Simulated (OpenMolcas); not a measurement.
## Fe3+, Ru3+, Os3+: d⁵ down the group

| Item | Value |
| --- | --- |
| Program | OpenMolcas 26.06 |
| Method | CASSCF |
| Basis | ANO-RCC-VTZP |
| Scalar Hamiltonian | DKH2, point nucleus |
| Spin-orbit coupling | state interaction with AMFI integrals over the reference wave functions, term energies averaged over their components |

Active space for each ion: 5 electrons in 5 orbitals (d).

Computed levels in cm-1 above ⁶S_5/2:

| Level | Fe3+ | Ru3+ | Os3+ |
| --- | --- | --- | --- |
| ⁴G_7/2 | 37381 | 27769 | 25335 |
| ⁴G_11/2 | 37388 | 27824 | 26019 |
| ⁴G_9/2 | 37396 | 27887 | 26762 |
| ⁴P_1/2 | 43174 | 32215 | 29546 |
| ⁴D_7/2 | 46507 | 34161 | 32330 |
| ⁴D_1/2 | 46590 | 34809 | 35936 |
| ²I_11/2 | 53255 | 39654 | 36790 |
| ²I_13/2 | 53318 | 40100 | 39617 |
| ⁴F_5/2 | 62967 | 46492 | 45910 |
| weight of ⁶S in the lowest level (%) | 100 | 99 | 92 |

Mixed levels, with the weight of the term that names them: Fe3+ ⁴F_5/2 (73 %), Os3+ ⁴P_1/2 (67 %), Os3+ ⁴D_1/2 (71 %), Os3+ ⁴F_5/2 (51 %).

Measured, with the error of the calculation in %. Measured levels: Fe3+ from Corliss and Sugar, J. Phys. Chem. Ref. Data 11, 135 (1982).

```csv
Level,Fe3+
⁴G_11/2,32246 (+15.9)
⁴P_1/2,35407 (+21.9)
⁴D_7/2,38779 (+19.9)
⁴D_1/2,38897 (+19.8)
```

Without spin-orbit coupling ⁴G lies 37386, 27806, 25889 cm-1 above ⁶S in that order; the difference to the level ⁴G_7/2, of either sign, comes from spin-orbit coupling, which also lowers the zero.

Without dynamic correlation excited terms often stand tens of per cent too high (terms of higher spin than the ground term too low), and those without a measured partner can miss by more than the paired ones. Terms from blocks run as CI alone lack orbitals of their own. Measured partners are found by configuration, term and J. A level has none where our copy of the source lacks it or the pairing is in doubt (some pairs that miss far off the trend of their configuration count as doubtful), and it then counts in no deviation. Levels of configurations outside the active space are missing.
